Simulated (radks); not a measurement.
Q: Species: Al3+. Configuration: 2s2 2p6 3d2 (not the ground configuration). All-electron calculation, scalar-relativistic Kohn-Sham, PBE, spin-polarised, spherical densities, finite nucleus; open shells are filled with parallel spins first; Fermi nuclear charge, rms radius 3.061 fm. Program: a radial shooting solver on a logarithmic mesh with Libxc functionals. Some entries of the table are withheld. Estimate them.

| orbital | occ. | eigenvalue (hartree) | <r> (bohr) | <r^2> (bohr^2) |
|---|---|---|---|---|
| 2s up | 1 | -7.36766 | 0.5513 | 0.3614 |
| 2s down | 1 | -7.35071 | 0.5498 | 0.3594 |
| 2p up | 3 | -6.24383 | 0.4857 | 0.2942 |
| 2p down | 3 | -6.23189 | 0.4841 | 0.2919 |
| 3d up | 2 | -0.92905 | 2.086 | (1) |

A: 
(1) 3d up <r^2> (bohr^2): 5.089
